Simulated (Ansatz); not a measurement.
Molecule (SMILES): F[C]Cl (closed-shell singlet).
Geometry (B3LYP-D3(BJ)/def2-TZVP, fixed):
```
C
F 1 1.2975
Cl 1 1.7557 2 106.70
```

Basis-set convergence of the dipole moment at MP2 with Ansatz (a quantum-chemistry and plane-wave program). Dipoles come from the density behind the forces; the sign is taken along the dipole that this method gives in the largest set. The reference of a correlated method is not its basis-set limit, which lies further on. Cartesian d functions, on some or all atoms, in 6-31G**, 6-31+G*, 6-311G**, 6-311+G**; all else is spherical. Cores are frozen. A restricted Hartree-Fock determinant is unstable towards unrestricted orbitals. No added dispersion term, no relativity. Reference: the value in aug-pcseg-3, 0.756 D, itself unsure by roughly 0.004 D (its mean distance from aug-cc-pV(Q+d)Z, def2-QZVPPD).

```
basis            functions  dipole moment (D)
---------------  ---------  -----------------
pcseg-0                 31              0.762
def2-SVP                46              0.922
pcseg-1                 46                ___
6-31G**                 49                ___
cc-pV(D+d)Z             51              0.771
6-31+G*                 61              0.750
6-311G**                63              0.746
def2-SVPD               70                ___
6-311+G**               75                ___
cc-pV(T+d)Z             99              0.771
def2-TZVPD             123              0.768
def2-TZVPPD            128              0.767
aug-cc-pV(T+d)Z        147              0.761
cc-pV(Q+d)Z            174              0.746
def2-QZVPP             184              0.756
pcseg-3                184              0.765
aug-cc-pV(Q+d)Z        249              0.750
aug-pcseg-3            259              0.756
```

Task: Some entries are withheld; supply them.

Result: 
- pcseg-1, dipole moment (D): 0.683
- 6-31G**, dipole moment (D): 0.728
- def2-SVPD, dipole moment (D): 0.798
- 6-311+G**, dipole moment (D): 0.802
